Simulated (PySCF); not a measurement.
**Relaxation of doublet IrO3**

Computed with UPBE0 in PySCF with Ir def2-SVP with ECP60, O def2-SVP; scalar-relativistic core potentials, no spin–orbit coupling; density-fitted integrals. A (50,194) grid was used.

A start displaced from a saddle point along its imaginary mode, of Cs symmetry, held to at least that symmetry:

Coordinates in bohr (charge 0 multiplicity 2):
```
Ir   -0.0401    0.0000   -0.0493
O     0.2268    0.0000    3.2377
O     3.0512    0.0000   -1.2498
O    -2.7939    0.0000   -1.3928
```

Optimiser trace:
| step | E − E(last) (kJ/mol) | largest gradient (Eh/bohr) |
| --- | --- | --- |
| 0 | 20.17 | 0.10867 |
| 1 | 3.79 | 0.03416 |
| 2 | 0.81 | 0.00724 |
| 3 | 0.50 | 0.00344 |
| 4 | 0.34 | 0.00354 |
| 5 | 0.04 | 0.00088 |
| 6 | 0.00 | 0.00035 |
| 7 | 0.00 | 0.00007 |

It ends at C2v with Ir–O 1.687 Å, Ir–O 1.719 Å (×2); O–Ir–O 110.3°, O–Ir–O 124.8° (×2) (after a last refinement on a finer grid). A frequency run shows a minimum. Other isomers or separated fragments may lie lower.

Open d and f shells are described by one determinant, and the ground state may have another occupation or spin. No spin–orbit coupling is included, which matters more the heavier the element.

The relaxation took 18 s on 2 threads of a shared Arm Neoverse V2 host, with 74 basis functions and 8 gradients; the process peaked at 0.91 GiB.
